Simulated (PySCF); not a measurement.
Compound: hexafluorophosphate, PF₆ (charge -1).
Geometry (PBE0-D3(BJ)/def2-SVP, Å), atoms numbered from 1 in this order:
```
atom  x, y, z in Å
F1    -0.4392   -1.5291    0.3316
P2     0.0238   -0.0019   -0.0037
F3     0.9427   -0.5504   -1.2341
F4    -0.8953    0.5466    1.2265
F5     1.2872   -0.1629    1.0148
F6    -1.2399    0.1588   -1.0218
F7     0.4870    1.5254   -0.3387
```

Level of theory: PBE0-D3(BJ)/def2-SVP geometry optimisation, gas phase in PySCF.

Masses are those of the commonest isotopes; rigid-rotor values at the optimised geometry. 

Task: Give the principal moments of inertia and the rotational constants in cm⁻¹.

Result: Ia = 201.94, Ib = 202.10, Ic = 202.23 u·Å²; 505379 MHz·u·Å²/I gives 2503, 2501 and 2499 MHz, that is A = 0.08348, B = 0.08341, C = 0.08336 cm⁻¹.

Task: Classify the top.

Result: A spherical top, as the point group Oh requires three equal moments; the computed ones differ by 0.15 % because the geometry is symmetric only within the optimiser's tolerance.

The point group Oh allows no dipole (computed: 0.00 D (about the centre of mass, as the species is charged)), so a rigid rotor has no electric-dipole lines.

Task: Estimate the classical rotational partition function at 10 K, 298.15 K and 500 K.

Result: Point group Oh, symmetry number σ = 24; q = (√π/σ)·√((kT/h)³/(ABC)), k/h = 20836.6 MHz/K: 56.2 at 10 K, 9140 at 298.15 K, 19900 at 500 K.

PBE0-D3(BJ)/def2-SVP frequencies: not computed here. No vibrational averaging or centrifugal distortion is included, and the geometry carries the error of its method.
